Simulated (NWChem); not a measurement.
# BaClF; SMILES [F][Ba][Cl]

Program: NWChem. The geometry was optimised at PBE0/def2-SVP. def2 effective core potentials on Ba; no spin-orbit coupling. Ions are spin-unrestricted doublets at the neutral geometry; other ion states weren't tried.

| level | vertical ionisation energy, ΔSCF (eV) | −ε(HOMO) (eV) | ΔSCF minus −ε(HOMO) (eV) |
|---|---|---|---|
| B3LYP/def2-SVP | 9.50 | 6.78 | 2.72 |
| PBE/def2-SVP | 9.23 | 5.77 | 3.46 |
| r2SCAN/def2-SVP | 9.39 | 6.05 | 3.34 |
| Hartree-Fock/def2-SVP | 8.88 | 10.18 | -1.30 |
| LRC-wPBEh/def2-SVP | … | … | … |

Task: Fill in the missing entries.

Result: 
- LRC-wPBEh/def2-SVP, vertical ionisation energy, ΔSCF (eV): 9.72
- LRC-wPBEh/def2-SVP, −ε(HOMO) (eV): 8.92
- LRC-wPBEh/def2-SVP, ΔSCF minus −ε(HOMO) (eV): 0.80
